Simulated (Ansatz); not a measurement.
CH3BClNO (`BOC(=N)Cl`), relaxed with RKS PBE0-D4/def2-TZVP in the Gaussian-basis code of Ansatz from a PBE-D4/def2-SVP geometry. The force threshold is 0.005 eV/Å; the program also tests the step.

Total charge 0; spin multiplicity 1.

Start:

```xyz
8

B     1.064    0.016   -0.885
O    -0.267    0.304   -0.746
C    -0.935    0.254    0.462
N    -0.879   -0.623    1.365
Cl   -1.999    1.622    0.595
H     1.491    0.044   -2.018
H     1.731   -0.247    0.098
H    -0.206   -1.369    1.129
```

**Question.** By how much does the energy fall, and how many steps does the optimiser take? (An estimate is asked.)

**Answer.** The calculation gave: 0.04 eV, in 8 steps, 1 of them rejected.

**Question.** Which bonds change most? (Best estimate.)

**Answer.** Ansatz gave: B1–H7 from 1.217 to 1.196 Å; B1–H6 from 1.211 to 1.191 Å; O2–C3 from 1.381 to 1.360 Å; C3–Cl5 from 1.739 to 1.719 Å.

**Question.** Give the relaxed structure. (Estimate.)

**Answer.** The calculation gave: 
```xyz
8

B     1.051    0.010   -0.874
O    -0.271    0.303   -0.741
C    -0.924    0.255    0.452
N    -0.859   -0.610    1.345
Cl   -1.984    1.600    0.595
H     1.481    0.042   -1.984
H     1.702   -0.254    0.094
H    -0.196   -1.346    1.112
```
